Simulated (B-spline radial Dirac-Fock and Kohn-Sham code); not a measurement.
# Br⁵⁺ 4s: cross section and angular parameters

System: bromine as Br⁵⁺ in the configuration 1s2 2s2 2p6 3s2 3p6 3d10 4s2; threshold 87.52 eV (orbital energy of the model). These are calculated numbers from a radial atomic solver; the model is Dirac-Hartree-Slater photoionisation with a Latter tail; cross sections with all multipoles, angular parameters from the dipole term and its interference with E2.

Input file task.json (cfg lists n, l and occupation; rrms is the nuclear radius in fm):

```json
{"items": [{
  "Z": 35,
  "q": 5,
  "cfg": [[1, 0, 2], [2, 0, 2], [2, 1, 6], [3, 0, 2], [3, 1, 6], [3, 2, 10], [4, 0, 2]],
  "A": 79,
  "rrms": 4.1629,
  "do": "xps",
  "hv": [52.8, 60, 74.7, 91.5, 100, 152.0, 161.0, 198.0, 260.0, 365.0, 397.0, 400, 548.0, 1120.0, 1253.6, 1486.9, 1850.0, 2280.0, 2640.0, 2880.0, 3920.0, 4870.0, 8047.8, 8740.0, 8960.0, 11400.0, 12000, 13000.0, 15000]
}]}
```

Run with: `python xray2_run.py task.json out`

For linearly polarised light dσ/dΩ = σ/(4π) [1 + β P₂(cos θ) + (δ + γ cos²θ) sin θ cos φ], with θ from the polarisation vector and φ the angle between the beam and the projection of the electron momentum on the plane normal to the polarisation.

| hν (eV) | σ (kb) | β | γ |
| --- | --- | --- | --- |
| 100 | 211 | 1.993 | 0.183 |
| 152 | ? | ? | ? |
| 161 | 115 | 1.995 | 0.235 |
| 198 | 88.5 | 1.996 | 0.239 |
| 260 | 61.9 | 1.997 | 0.236 |
| 365 | 36.9 | 1.997 | 0.195 |
| 397 | 32.0 | 1.997 | 0.179 |
| 400 | 31.7 | 1.997 | 0.177 |
| 548 | 18.8 | 1.998 | 0.112 |
| 1120 | 5.61 | 1.998 | -0.043 |
| 1253.6 | 4.59 | 1.998 | -0.058 |
| 1486.9 | 3.36 | 1.998 | -0.071 |
| 1850 | 2.24 | 1.998 | -0.066 |
| 2280 | 1.51 | 1.998 | -0.032 |
| 2640 | 1.13 | 1.998 | 0.010 |
| 2880 | 0.950 | 1.998 | 0.043 |
| 3920 | 0.507 | 1.998 | 0.209 |
| 4870 | 0.320 | 1.998 | 0.372 |
| 8047.8 | 0.106 | 1.998 | 0.893 |
| 8740 | 0.0874 | 1.998 | 0.996 |
| 8960 | 0.0825 | 1.998 | 1.029 |
| 11400 | 0.0469 | 1.998 | 1.369 |
| 12000 | 0.0415 | 1.998 | 1.448 |
| 13000 | 0.0342 | 1.997 | 1.576 |
| 15000 | 0.0241 | 1.997 | 1.815 |

Question: Give the values at 152 eV.

Answer: σ = 126 kb, β = 1.995, γ = 0.247. For an s subshell δ is negligible.
